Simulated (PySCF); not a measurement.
Task: Give a GFN2-xTB geometry of `CC[C@@H]1CO[C+](C)O1`. (Charge +1.)

Result: 
```
atom  x, y, z in Å
C1    -2.4284    0.5493    0.8453
C2    -1.6177   -0.5244    0.1294
C3    -0.4961    0.0811   -0.7105
C4     0.3764   -0.9486   -1.4633
O5     1.6778   -0.7665   -0.8815
C6     1.6227    0.1638   -0.0034
C7     2.7986    0.5634    0.7725
O8     0.4867    0.7160    0.1546
H9    -1.7989    1.1312    1.5128
H10   -2.8934    1.2212    0.1295
H11   -3.2127    0.0834    1.4335
H12   -1.1928   -1.2191    0.8572
H13   -2.2637   -1.0879   -0.5455
H14   -0.8931    0.8694   -1.3577
H15    0.4554   -0.7707   -2.5381
H16    0.0652   -1.9821   -1.2882
H17    3.6933    0.5357    0.1513
H18    2.6528    1.5478    1.2117
H19    2.9582   -0.1537    1.5828
```

Orientation and origin are arbitrary. Atoms count from 1 in this order. Of the pairs four or more bonds apart, O8···H9 is among the closest relative to their van der Waals radii: 2.69 Å, 99 % of the sum of Bondi's values. The 5-membered ring C3–C4–O5–C6–O8 has internal angles of 101.5° to 116.0°; it is planar, 0.01 Å rms from its mean plane, widest ring torsion 2°. The 4 C–C bonds span 1.464 Å (C6–C7, drawn single) to 1.545 Å (C3–C4, drawn single), a spread of 0.081 Å. C6 (carbon bonded to C and 2 O) is planar (angles 122.2°, 121.8° and 116.0°, sum 360.0°, 0.00 Å off the plane of its three neighbours).

Bonds between heavy atoms (Å): C1–C2 1.524, C2–C3 1.526, C3–C4 1.545, C4–O5 1.437, O5–C6 1.280, C6–C7 1.464, C6–O8 1.273, C3–O8 1.455.

The geometry is computed with GFN2-xTB (gas phase).

Point group: C1 (no symmetry element, even within 0.4 Å). Stationary, but not proved a minimum. Torsions: C1–C2–C3–C4 180°.

One conformer stands for the species.
